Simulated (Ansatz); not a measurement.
Reaction (redistribution): `NB[SiH2][SeH]` + `[SiH3][SiH2]Br` → `[SeH][SiH2]Br` + `NB[SiH2][SiH3]`

Program: Ansatz. Geometries: PBE0-D4/def2-TZVP. ΔE: electronic, gas phase. CCSD(T)/CBS adds triple-zeta CCSD(T) − MP2 to the extrapolated MP2 energy (def2 sets, frozen cores). For Br, Se outer-core shells are correlated without core-valence functions, which leaves a few kJ/mol of doubt a bond. Scalar relativity is left out up to krypton. One conformer a species, not always the lowest.

`NB[SiH2][SeH]`:

Z-matrix (Å, degrees):
```
Si
B 1 2.012
Se 1 2.298 2 109.3
H 1 1.488 2 113.9 3 -114.4
H 1 1.494 2 112.8 3 122.5
N 2 1.385 1 120.4 3 -111.0
H 2 1.198 1 121.3 3 66.6
H 3 1.469 1 93.4 2 49.2
H 6 1.008 2 123.0 1 177.7
H 6 1.007 2 123.7 1 -2.7
```

`[SiH3][SiH2]Br`:

Z-matrix (Å, degrees):
```
Si
Si 1 2.336
H 1 1.486 2 109.3
H 1 1.488 2 109.7 3 119.9
H 1 1.485 2 109.4 3 -120.1
Br 2 2.231 1 108.3 3 60.1
H 2 1.485 1 112.1 3 -58.4
H 2 1.485 1 112.2 3 178.6
```

`[SeH][SiH2]Br`:

```xyz
6

Se    0.634    0.787   -1.518
Si    0.192   -0.169    0.485
Br   -0.984   -2.046    0.327
H    -0.768    1.180   -1.713
H    -0.585    0.744    1.351
H     1.511   -0.496    1.068
```

`NB[SiH2][SiH3]`:

```xyz
12

N    -0.676    2.313   -0.258
B    -1.053    0.983   -0.350
Si    0.274   -0.446   -0.856
Si    0.769   -1.786    1.000
H     0.252    2.645   -0.462
H    -1.311    3.046    0.017
H    -2.190    0.706   -0.087
H     1.562    0.130   -1.354
H    -0.260   -1.340   -1.925
H    -0.470   -2.409    1.540
H     1.723   -2.876    0.652
H     1.381   -0.965    2.082
```

```tsv
species	CCSD(T)/CBS(def2) energy (Eh)
`NB[SiH2][SeH]`	-2772.94872
`[SiH3][SiH2]Br`	-3154.51510
`[SeH][SiH2]Br`	-5264.97418
`NB[SiH2][SiH3]`	-662.49155
```

Task: Work out ΔE.

Result: ΔE = (-5264.97418) + (-662.49155) − (-2772.94872) − (-3154.51510) = -0.00191 Eh = -1.2 kcal/mol.

Largest T1 diagnostic among the species: 0.014.

In def2-TZVPP, CCSD(T) changes the Hartree–Fock value by −1.5 kcal/mol (the triples alone add −0.3 kcal/mol) and MP2 by −1.7 kcal/mol.
